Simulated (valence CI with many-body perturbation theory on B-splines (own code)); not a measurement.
E1 line list for Ta+

Computed by valence CI with perturbative core correlation (CI+MBPT): four valence electrons over a frozen Dirac-Fock core [Xe] 4f14, radial functions for each j: 9 s, 9 p, 10 d, 8 f, 5 g, 3 h, 1 i, with the one-electron correlation potential Σ1 (screened to all orders), the two-electron term Σ2, the three-electron term Σ3, Breit, model QED; selected single and double excitations, second order for the rest, scaled by the run's own slope (own B-spline code, finite nucleus).

Set against measurement, 11 paired levels are off by 281 cm⁻¹ on average, the worst by 824. These come from a selection out of the NIST Handbook of Basic Atomic Spectroscopic Data. Levels without a partner in it may be off by more, other configurations by 1,000 to 4,000 cm⁻¹. Among the levels kept, up to 460 cm⁻¹ of a level comes from second order outside the variational space, and about a tenth of that is noise between levels of different J, which matters for small intervals. 2 measured levels below the end of the list, from 4125 cm⁻¹ on, found no clear computed partner.

Lines 1 to 27 of 27 in falling wavelength, among levels below 32179 cm⁻¹, chosen from the strongest by gf and those to the six lowest levels. Wavelengths and rates use the calculated energies, so an error of 300 cm⁻¹ moves a line at 2060 nm by 6.2 % and its rate by three times that or more. Electric multipoles are in the length gauge, E1 and E2 with the static RPA response of the core. Weak lines are less certain than strong ones. Lines between different terms over intervals too small for the method are left out, as are lines whose strength nearly cancels. Where a level lies close to another of its J and parity, the split of strength between their lines is uncertain. The highest levels of a list are the least certain.

Names give the largest LS component (configuration and term), which can be under half, so a name can repeat, a term be missing and a line seem to break the LS rules; names also repeat where a configuration has a term twice. Letters in brackets count levels of one name in rising energy.

```tsv
λ vac (nm)	Upper	Lower	A (s⁻¹)	S (a.u.) with core polarisation	S without
2060	5d²6s6p ⁵G°_2	5d³6s ¹F_3	2.45e+00	5.29e-05	6.32e-05
1764	5d²6s6p ⁵G°_2	5d³6s ¹P_1	1.36e+03	1.84e-02	2.03e-02
1746	5d²6s6p ⁵G°_2	5d²6s² ¹D_2 [b]	4.93e+02	6.48e-03	7.09e-03
1650	5d²6s6p ⁵G°_2	5d³6s ³F_3 [b]	4.76e+02	5.28e-03	5.90e-03
1481	5d²6s6p ⁵G°_2	5d⁴ ³F_2	2.68e+02	2.15e-03	2.49e-03
914.0	5d²6s6p ⁵G°_2	5d³6s ³D_3	1.04e+00	1.96e-06	2.86e-06
882.8	5d²6s6p ⁵G°_2	5d³6s ³P_2 [b]	1.89e+03	3.20e-03	3.44e-03
819.0	5d²6s6p ⁵G°_2	5d³6s ³D_2	1.29e+03	1.75e-03	1.85e-03
807.6	5d²6s6p ⁵G°_2	5d³6s ³D_1 [b]	8.90e+03	1.16e-02	1.24e-02
681.0	5d²6s6p ⁵G°_2	5d³6s ³D_1 [a]	1.40e+05	1.09e-01	1.21e-01
670.8	5d²6s6p ⁵G°_2	5d³6s ³F_3 [a]	1.39e+04	1.03e-02	1.18e-02
650.3	5d²6s6p ⁵G°_2	5d⁴ ⁵D_3	3.30e+03	2.24e-03	2.57e-03
638.7	5d²6s6p ⁵G°_2	5d²6s² ¹D_2 [a]	8.04e+04	5.17e-02	5.80e-02
607.7	5d²6s6p ⁵G°_2	5d⁴ ⁵D_2	1.64e+04	9.08e-03	1.03e-02
589.5	5d²6s6p ⁵G°_2	5d³6s ⁵P_3	1.68e+00	8.49e-07	5.82e-07
580.7	5d²6s6p ⁵G°_2	5d⁴ ⁵D_1	2.91e+02	1.41e-04	1.33e-04
569.8	5d²6s6p ⁵G°_2	5d³6s ⁵P_2	1.62e+05	7.39e-02	8.32e-02
561.8	5d²6s6p ⁵G°_2	5d³6s ³G_3	2.40e+04	1.05e-02	1.18e-02
531.9	5d²6s6p ⁵G°_2	5d³6s ⁵P_1	5.44e+03	2.02e-03	2.33e-03
504.1	5d²6s6p ⁵G°_2	5d³6s ³F_2 [a]	8.50e+05	2.69e-01	3.04e-01
453.0	5d²6s6p ⁵G°_2	5d²6s² ³F_3	4.58e+04	1.05e-02	1.25e-02
424.5	5d²6s6p ⁵G°_2	5d³6s ³P_2 [a]	5.52e+04	1.04e-02	1.12e-02
416.6	5d²6s6p ⁵G°_2	5d³6s ³P_1 [a]	6.15e+04	1.10e-02	1.22e-02
390.4	5d²6s6p ⁵G°_2	5d²6s² ³F_2	5.78e+06	8.48e-01	9.78e-01
370.1	5d²6s6p ⁵G°_2	5d³6s ⁵F_3	6.80e+04	8.51e-03	1.00e-02
349.7	5d²6s6p ⁵G°_2	5d³6s ⁵F_2	1.41e+06	1.49e-01	1.70e-01
337.6	5d²6s6p ⁵G°_2	5d³6s ⁵F_1	1.39e+06	1.32e-01	1.46e-01
```
